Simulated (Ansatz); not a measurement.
BiIO (the lowest singlet isomer of a short search) was relaxed with B3LYP-D4 (def2-TZVP) in Ansatz in these states: neutral quintet, neutral singlet, neutral triplet. The geometries follow in no particular order.

In the def2 sets Bi, I take a core potential; there is no spin–orbit coupling.

A:

```xyz
3

Bi    0.557   -0.806   -0.678
O     1.068   -0.157    1.239
I    -1.626    0.963   -0.561
```

B:

| atom | x (Å) | y (Å) | z (Å) |
| --- | --- | --- | --- |
| Bi1 | 1.733 | 0.020 | -0.575 |
| O2 | -0.403 | -0.202 | -0.765 |
| I3 | -1.331 | 0.182 | 1.340 |

C:

```xyz
3

Bi    0.315    0.814    0.490
O    -0.262    1.179   -1.286
I    -0.053   -1.993    0.796
```

Question: Judge from the bond lengths which geometry belongs to which state (an estimate).

Answer: A is the neutral triplet (Bi1–I3 2.812 Å, Bi1–O2 2.087 Å); B is the neutral quintet (Bi1–I3 3.617 Å, Bi1–O2 2.156 Å); C is the neutral singlet (Bi1–I3 2.847 Å, Bi1–O2 1.903 Å).

At PBE0-D4/def2-TZVP a singlet lies 1.21 eV below the neutral triplet. At PBE0-D4/def2-TZVP a singlet lies 3.14 eV below the neutral quintet. These are the stationary points nearest to one start from a short search; other shapes may lie lower in each state.
